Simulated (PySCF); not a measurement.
Stepwise substitution at one centre (Sn OCH3-SH). All species are isolated molecules in the gas phase. One relaxed conformer stands for each flexible species; it need not be the lowest. Strings in code marks are SMILES.

These are ωB97X-D3(BJ)/def2-TZVP // PBE0-D3(BJ)/def2-SVP (PySCF 2.14.0) values and carry that method's errors. 

```tsv
species	S1 oscillator strength	HOMO (eV)
0 of 4 OCH3 replaced by SH (`C[O][Sn]([O]C)([O]C)[O]C`)	0.000	-10.49
2 of 4 OCH3 replaced by SH (`C[O][Sn]([SH])([SH])[O]C`)	0.025	-10.25
3 of 4 OCH3 replaced by SH	0.022	-10.12
4 of 4 OCH3 replaced by SH (`[Sn]([SH])([SH])([SH])[SH]`)	0.022	-10.13
```
